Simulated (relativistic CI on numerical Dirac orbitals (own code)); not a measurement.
Calculated at this level of theory: Dirac-Coulomb-Breit CI, KLI orbitals optimised for each configuration, QED by a radiative potential, unscaled Slater integrals (own radial code, finite nucleus).

The strongest absorption lines from the ground level of an ion, among the configurations computed and to levels below about 210 eV (vacuum wavelength in nm, gf): 10.828 (0.31), 11.070 (1.2), 11.257 (1.8), 11.323 (0.12), 11.457 (1.3), 11.500 (1), 11.868 (0.57), 20.542 (0.16).

**Question.** Which ion is it?
A. Se¹⁸⁺
B. Se¹⁶⁺
C. Se²⁰⁺
D. Zn¹⁴⁺

**Answer.** A. Se¹⁸⁺ has 16 electrons and the ground level 3s2 3p4 3P_2; the strongest line goes to 3s2 3p3 3d 3D°_3. The pattern of lines fixes the number of electrons, and along that sequence the line energies rise steadily with the charge (about as its square where n changes within one kind of shell, about linearly where n is kept but much faster in heavy ions where fine structure, which grows about as Z⁴, sets the gap, and irregularly where shells cross), which fixes Z. Configurations outside the model, such as inner-shell arrays, can give stronger lines. At this charge energies of transitions that change n are usually good to better than 1 %, and those within a shell (Δn = 0) to a few per cent.

LS names give the leading component of a level, which can be under half, so a name can repeat, a term be missing and a line seem to break the LS rules.
